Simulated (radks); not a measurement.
Question: Isoelectronic series with 7 electrons, each ion in its NIST ground configuration. Method: Dirac Kohn-Sham, PBE, spin-unpolarised, spherical densities, finite nucleus; open shells fill j = l - 1/2 first; Fermi nuclear charge, rms radius of each element as measured or else 0.836 A^(1/3) + 0.57 fm; computed with a radial shooting solver on a logarithmic mesh with Libxc functionals. Total energies (hartree) and mean radii <r> (bohr):

ion    configuration  E (hartree)   2p3/2    2p1/2   2s1/2
N       [He] 2s2 2p3    -54.45374   1.485    1.483   1.320
Cl10+   [He] 2s2 2p3   -401.65568  0.3634   0.3616  0.4102
Ti15+   [He] 2s2 2p3   -699.38168  0.2659   0.2636  0.3041
Co20+   [He] 2s2 2p3  -1081.41385  0.2096   0.2069  0.2411
Ge25+   [He] 2s2 2p3  -1549.43033  0.1729   0.1698  0.1991
Rb30+   [He] 2s2 2p3  -2105.54710  0.1471   0.1435  0.1692
Mo35+   [He] 2s2 2p3  -2752.36078  0.1279   0.1238  0.1466
Ag40+   [He] 2s2 2p3  -3493.01942  0.1131   0.1085  0.1290
Te45+   [He] 2s2 2p3  -4331.29189  0.1013  0.09618  0.1148

Estimate the row of Mg5+ ([He] 2s2 2p3).

Answer: E (hartree) -186.96187; 2p3/2 0.5759; 2p1/2 0.5745; 2s1/2 0.6275.
